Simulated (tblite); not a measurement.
Species: C₇H₇OP.
Atom-mapped SMILES: `[CH3:1][c:2]1[cH:3][p:4][cH:5][cH:6][c:7]1[CH:8]=[O:9]` (hydrogens: H10, H11, H12 on C1; H13 on C3; H14 on C5; H15 on C6; H16 on C8)

Computed with GFN2-xTB (tblite), gas phase: L-BFGS steps from a force-field or distance-geometry start until the largest atomic force falls under 0.01 eV/Å.

Step 3: E = -682.6627 eV
```
atom  x, y, z in Å  |  force x, y, z in eV/Å
C1      1.9865    0.5310   -0.2998   -0.149   0.006   0.025
C2      0.4803    0.5619   -0.1416    0.061  -0.123   0.052
C3     -0.1722    1.7834   -0.2449    0.207  -0.245   0.004
P4     -1.8882    2.0364   -0.0996   -0.084   0.150   0.010
C5     -2.4628    0.4225    0.2089    0.131  -0.284  -0.018
C6     -1.6311   -0.6740    0.2762    0.168  -0.009  -0.004
C7     -0.2298   -0.6390    0.1141   -0.020   0.013   0.013
C8      0.4663   -1.9376    0.2365   -0.087  -0.048   0.003
O9     -0.0865   -2.9934    0.4513   -0.013   0.226  -0.031
H10     2.3899    1.5251   -0.4872   -0.159   0.019  -0.003
H11     2.4669    0.1545    0.6066   -0.107  -0.025  -0.112
H12     2.2756   -0.1040   -1.1406   -0.065   0.026   0.127
H13     0.4438    2.6744   -0.4364   -0.367  -0.400   0.082
H14    -3.5362    0.2513    0.3487    0.431   0.254  -0.073
H15    -2.0816   -1.6507    0.4733    0.283   0.241  -0.070
H16     1.5716   -1.9330    0.1230   -0.230   0.200  -0.007
```

Step 4: E = -682.6885 eV
```
atom  x, y, z in Å  |  force x, y, z in eV/Å
C1      1.9801    0.5319   -0.2990    0.006  -0.007   0.000
C2      0.4794    0.5590   -0.1392    0.163  -0.170   0.017
C3     -0.1694    1.7742   -0.2444   -0.219  -0.202   0.057
P4     -1.8862    2.0331   -0.0984   -0.039   0.102   0.002
C5     -2.4572    0.4165    0.2072    0.299   0.107  -0.070
C6     -1.6253   -0.6722    0.2760    0.150  -0.016  -0.017
C7     -0.2304   -0.6363    0.1141    0.111  -0.165   0.030
C8      0.4631   -1.9369    0.2362    0.007   0.297  -0.045
O9     -0.0874   -2.9877    0.4507   -0.200  -0.144   0.040
H10     2.3846    1.5252   -0.4873   -0.164   0.032   0.002
H11     2.4636    0.1534    0.6025   -0.078  -0.029  -0.028
H12     2.2739   -0.1032   -1.1361   -0.071   0.001   0.059
H13     0.4308    2.6596   -0.4334   -0.091  -0.080   0.008
H14    -3.5196    0.2602    0.3461    0.039   0.122  -0.017
H15    -2.0713   -1.6417    0.4706    0.163  -0.022  -0.015
H16     1.5635   -1.9262    0.1228   -0.076   0.172  -0.022
```

Step 5: E = -682.6994 eV
```
atom  x, y, z in Å  |  force x, y, z in eV/Å
C1      1.9770    0.5324   -0.2985    0.071  -0.012  -0.006
C2      0.4807    0.5549   -0.1375    0.138  -0.123  -0.005
C3     -0.1716    1.7654   -0.2432   -0.267  -0.091   0.053
P4     -1.8855    2.0324   -0.0976   -0.014   0.108  -0.008
C5     -2.4491    0.4155    0.2051    0.194   0.203  -0.056
C6     -1.6198   -0.6714    0.2756    0.119   0.000  -0.025
C7     -0.2283   -0.6370    0.1144    0.112  -0.173   0.032
C8      0.4603   -1.9335    0.2356    0.008   0.133  -0.012
O9     -0.0902   -2.9854    0.4507   -0.163  -0.105   0.027
H10     2.3789    1.5257   -0.4873   -0.147   0.054   0.002
H11     2.4605    0.1523    0.5999   -0.040  -0.031   0.036
H12     2.2719   -0.1029   -1.1327   -0.055  -0.025  -0.006
H13     0.4225    2.6505   -0.4317    0.009   0.017  -0.016
H14    -3.5100    0.2670    0.3444   -0.053   0.061  -0.003
H15    -2.0631   -1.6374    0.4690    0.087  -0.151   0.013
H16     1.5581   -1.9196    0.1223    0.001   0.134  -0.027
```

Problem. Estimate the geometry and energy of step 6. (The exact step hangs on the optimiser's Hessian estimate; all steps are aligned on step 5, rigid shifts and turns removed.)

Solution. E = -682.7064 eV, largest force 0.165 eV/Å
```
atom  x, y, z in Å  |  force x, y, z in eV/Å
C1      1.9760    0.5327   -0.2983    0.077  -0.013  -0.004
C2      0.4834    0.5499   -0.1363    0.017  -0.005  -0.017
C3     -0.1766    1.7572   -0.2414   -0.107  -0.006   0.025
P4     -1.8855    2.0345   -0.0972   -0.009   0.102  -0.013
C5     -2.4408    0.4178    0.2028    0.055   0.132  -0.018
C6     -1.6136   -0.6708    0.2749   -0.008   0.024  -0.017
C7     -0.2248   -0.6400    0.1152    0.079  -0.074   0.017
C8      0.4579   -1.9312    0.2355    0.027  -0.069   0.021
O9     -0.0944   -2.9838    0.4508   -0.091  -0.053   0.011
H10     2.3719    1.5272   -0.4873   -0.111   0.068   0.001
H11     2.4576    0.1509    0.5987    0.002  -0.025   0.077
H12     2.2694   -0.1032   -1.1305   -0.025  -0.041  -0.057
H13     0.4160    2.6434   -0.4306    0.036   0.019  -0.018
H14    -3.5029    0.2734    0.3429   -0.041   0.022  -0.003
H15    -2.0552   -1.6369    0.4680    0.050  -0.156   0.018
H16     1.5540   -1.9122    0.1215    0.050   0.073  -0.024
```

The energy changes by -0.0070 eV. The first-order estimate −F·Δx gives -0.0108 eV and the mean of the old and new forces, exact on a quadratic surface, -0.0069 eV. The step makes an angle of 51° with the force vector and moves no atom by more than 0.010 Å.
